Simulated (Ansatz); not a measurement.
CaF$_{2}$, charge +1, doublet, at a GFN2-xTB geometry (such geometries of metal compounds can be far from the true shape) (a state made from the parent by changing its charge; the spin is typed, not shown lowest); Ansatz (a program for electronic structure) with CAM-B3LYP/6-31G**.

Ansatz was given this input:
Ansatz 0.2 input:
```yaml
crystal:
  periodic: [false, false, false]
  atoms:
    - {symbol: Ca, position_ang: [0.61694194, -0.10118126, -0.23165458]}
    - {symbol: F, position_ang: [-0.86529860, 1.21163076, -0.70157681]}
    - {symbol: F, position_ang: [-0.50568349, -0.98678353, 1.21636477]}
basis:
  gaussian:
    orbitals: 6-31G__.json
    nuclear_model: gaussian
hamiltonian:
  xc: cam_b3lyp
total_charge: 1
magnetization: {spin_polarized: true, initial_magnetization: 1}
```
The basis file holds 6-31G** in the JSON format of the Basis Set Exchange.

The log (banner, timings and long lists left out):

```
Functional definition: CAM-B3LYP
606 factors; integrals over basis functions are off by at most 3.2e-4 eV
156 factors; integrals over basis functions are off by at most 1.4e-4 eV
mean field evaluation 1: about -23853.3240 eV, gradient 5.5e1 eV
mean field evaluation 2: about -23841.7172 eV, gradient 8.3e1 eV
mean field evaluation 4: about -23862.9945 eV, gradient 7.2e-1 eV
mean field evaluation 8: about -23863.0345 eV, gradient 2.6e-1 eV
mean field evaluation 16: about -23863.0530 eV, gradient 9.1e-3 eV
mean field evaluation 32: about -23862.9784 eV, gradient 5.8e-1 eV
mean field -23863.05300884 eV, -876.9510231167 hartree, gradient 5.1e-6 eV, S^2 0.766197; 3 other end points of the search recorded, 0 dependent functions left out
reference -23863.05314107 eV, -876.9510279760 hartree; 19, 18 occupied and 46, 47 virtual orbitals, 606 factors
Total energy: -23863.05314107 eV, -876.9510279760 hartree
```
